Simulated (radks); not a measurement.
Polarisability of the krypton ion Kr+, [Ar] 3d10 4s2 4p5, at imaginary frequency. All-electron calculation, scalar-relativistic Kohn-Sham, LB94 model potential, spin-unpolarised, spherical densities, finite nucleus; Fermi nuclear charge, rms radius 4.1884 fm. Program: a radial shooting solver on a logarithmic mesh with Libxc functionals. Response by self-consistent Sternheimer equations with the Hartree and adiabatic LDA kernel, the relativistic mass of each level held fixed and spin-orbit coupling left out.

w (hartree)  alpha1(iw) (bohr^3)
0.00266                    10.65
0.0143                     10.65
0.0360                     10.62
0.0697                     10.55
0.118                      10.37
0.186                      9.978
0.280                      9.252
0.413                      8.061
0.605                      6.396
0.892                      4.484
1.35                       2.721
2.12                       1.422
3.59                      0.6448
6.94                      0.2470
17.5                     0.06114

Static values: alpha1 = 10.65 bohr^3 (1.578 angstrom^3; uncoupled 16.63). C6 = 65.18, triple-dipole C9 = 505.6 atomic units. One-pole (London) frequency 4 C6 / (3 alpha1^2) = 0.766 hartree, against 0.929 for minus the highest occupied eigenvalue.
